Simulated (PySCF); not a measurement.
Hf(OH)3 (H3HfO3), SMILES [OH][Hf]([OH])[OH] (connectivity only; charge and spin as stated), neutral, multiplicity 2. The structure is a stationary point at B3LYP-D3(BJ)/def2-SVP. The spin state was assumed, not searched. The isomer is the one that the SMILES or the coordinates give; other isomers of the formula were not compared. The def2 effective core potentials stand for the cores of Hf; spin–orbit coupling is left out. Other conformers were not sampled.

These are B3LYP-D3(BJ)/def2-SVP in PySCF values and carry that method's errors.

Harmonic wavenumbers (cm⁻¹): 92, 151, 151, 193, 298, 298, 394, 394, 399, 686, 686, 702, 3988, 3988, 3990. Rotational constants (GHz): 4.919, 4.919, 2.459; symmetry number 6.

Task: Work out the zero-point energy and the ideal-gas rigid-rotor harmonic-oscillator thermochemistry at 298.15 K and 1 atm.

Result: ZPE = ½ Σ hcν = ½ × 16406 cm⁻¹ = 23.45 kcal/mol. H − E(el) = 28.80 kcal/mol. Entropy in cal/(mol K): translation 42.19, rotation 22.53, vibration 17.90, spin 1.38, total 84.01. G − E(el) = 3.75 kcal/mol. Cp = 25.89 cal/(mol K). Modes under 150 cm⁻¹ make the vibrational entropy uncertain.
